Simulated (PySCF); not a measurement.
H₂ISi, SMILES [SiH2]I (connectivity only; charge and spin as stated), charge +1, multiplicity 1. The structure is a stationary point at B3LYP-D3(BJ)/def2-TZVP. The spin state was assumed, not searched. The isomer is the one that the SMILES or the coordinates give; other isomers of the formula were not compared. The def2 effective core potentials stand for the cores of I; spin–orbit coupling is left out.

The numbers are results of B3LYP-D3(BJ)/def2-TZVP (PySCF 2.14.0), not measurements.

Harmonic wavenumbers (cm⁻¹): 439, 554, 635, 933, 2276, 2332. Rotational constants (GHz): 154.6, 3.678, 3.593; symmetry number 2.

### Question
Work out the zero-point energy and the ideal-gas rigid-rotor harmonic-oscillator thermochemistry at 298.15 K and 1 atm.

### Answer
ZPE = ½ Σ hcν = ½ × 7169 cm⁻¹ = 10.25 kcal/mol. H − E(el) = 13.03 kcal/mol. Entropy in cal/(mol K): translation 41.06, rotation 21.20, vibration 1.88, total 64.15. G − E(el) = -6.10 kcal/mol. Cp = 11.89 cal/(mol K).
